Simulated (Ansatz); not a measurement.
Start from `F[SiH]1CN1CS` and change one atom or group to get `F[SiH]1C[N]1[GeH3]`.

Ansatz, PBE0-D4/def2-TZVP geometries, multiplicity 1. Each molecule was computed in one conformer, which needn't be the lowest.

Scalar relativity is left out up to krypton.

```
                                        property  `F[SiH]1CN1CS`
              LUMO energy (PBE0/def2-TZVPP) / eV            0.34
           HOMO energy (ωB97M-V/def2-TZVPP) / eV           -9.12
size of the dipole moment (B3LYP/def2-TZVPP) / D            0.90
               LUMO energy (PBE/def2-TZVPP) / eV           -0.57
             HOMO energy (B3LYP/def2-TZVPP) / eV           -6.66
         HOMO–LUMO gap (ωB97M-V/def2-TZVPP) / eV           11.10
```

Q: What does the change do to each property? (An estimate is asked.)

A: Computed: 
```json
{"property": "LUMO energy (PBE0/def2-TZVPP) / eV", "`F[SiH]1C[N]1[GeH3]`": "0.23", "shift": "-0.11"}
{"property": "HOMO energy (ωB97M-V/def2-TZVPP) / eV", "`F[SiH]1C[N]1[GeH3]`": "-9.44", "shift": "-0.32"}
{"property": "size of the dipole moment (B3LYP/def2-TZVPP) / D", "`F[SiH]1C[N]1[GeH3]`": "1.14", "shift": "0.24"}
{"property": "LUMO energy (PBE/def2-TZVPP) / eV", "`F[SiH]1C[N]1[GeH3]`": "-0.63", "shift": "-0.06"}
{"property": "HOMO energy (B3LYP/def2-TZVPP) / eV", "`F[SiH]1C[N]1[GeH3]`": "-6.93", "shift": "-0.27"}
{"property": "HOMO–LUMO gap (ωB97M-V/def2-TZVPP) / eV", "`F[SiH]1C[N]1[GeH3]`": "11.35", "shift": "0.25"}
```

With PBE0 the HOMO falls by 0.26 eV and the LUMO falls by 0.11 eV, so the gap widens by about 0.15 eV. PBE moves the HOMO by -0.20 eV and ωB97M-V by -0.32 eV. Dipoles are sizes alone; their direction can turn.

B3LYP here is the variant with VWN-RPA as its local correlation; programs differ in this.
